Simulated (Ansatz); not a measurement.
System: C$_{4}$H$_{3}$OSe, charge -1, multiplicity 1. It need not be the lowest isomer of its formula. Whether it binds its extra electron was not tested at this geometry. 
Geometry from a B3LYP-D3(BJ)/def2-TZVP (Ansatz, a first-principles code) optimisation:
```
C
C 1 1.3165
O 1 1.3816 2 131.90
H 3 0.9634 1 107.06 2 153.42
C 2 1.4382 1 111.57 3 176.86
C 5 1.3655 2 120.09 1 0.70
H 6 1.0824 5 127.00 2 177.65
H 5 1.0899 6 118.24 7 -1.08
Se 6 1.8841 7 120.27 5 179.19
```
Charge -1, spin multiplicity 1.

Basis-set convergence of Hartree-Fock and CCSD correlation energies (hartree) with Ansatz. Cores are frozen in the correlated levels unless marked. Spin-orbit coupling is left out. Frozen are the shells of the preceding noble gas and the d and f shells that filled before the atom's block. Non-relativistic.

The Hartree-Fock reference is unstable (checked in the largest basis), which strains HF and MP2. 

```
basis        functions        E(HF)  E(corr, CCSD)
-----------  ---------  -----------  -------------
aug-cc-pVDZ        178  -2627.82137       -0.91265
aug-cc-pVTZ        358  -2627.94616       -1.07758
aug-cc-pVQZ        631  -2627.96244       -1.12892
```

Extrapolating the two largest sets (X = 3 and 4) as X^-3: E(corr) = (64·(-1.12892) - 27·(-1.07758))/37 = -1.1664 Eh, an estimate of the basis-set limit. The largest set recovers 96.8 % of it, the smallest 78.2 %.
